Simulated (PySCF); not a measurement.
Ionisation energy of Mn¹²⁺ by level of theory

Mn¹²⁺ [Ne] 3s2 3p1 (2P) → Mn¹³⁺ [Ne] 3s2 (1S), as a difference of total energies. All numbers are calculated (PySCF 2.14, the spin-free X2C one-electron Hamiltonian (Gaussian nucleus), in an even-tempered Gaussian basis (19 s from 0.59 bohr⁻², ratio 2.5; 12 p from 0.76 bohr⁻², ratio 2.5; 5 d from 4.4 bohr⁻², ratio 2.7; 4 f from 6.6 bohr⁻², ratio 2.7)). Correlated levels: outer shells: 1s2 frozen; virtual orbitals above 40 to 60 times the deepest correlated orbital energy dropped. The calculations carry no spin-orbit coupling.

| method | ionisation energy (eV) |
| --- | --- |
| UHF | 341.38 |
| LDA | 342.61 |
| PBE | 342.68 |
| PBE0 | 342.61 |
| r2SCAN | 342.71 |
| revPBE | 342.65 |
| BHandHLYP | 342.67 |
| MP2 (outer shells) | 341.92 |
| SCS-MP2 (outer shells) | 341.84 |

Problem. How much does correlation contribute at MP2 (outer shells)?

Solution. 341.92 − (341.38) = 0.54 eV, measured against UHF.

A first-order spin-orbit estimate (lowest level to lowest level, LS coupling) adds 1.211 eV.

For comparison: 343.6 ± 0.7 eV (semi-empirical (NIST evaluation); NIST Atomic Spectra Database, ionization energies).
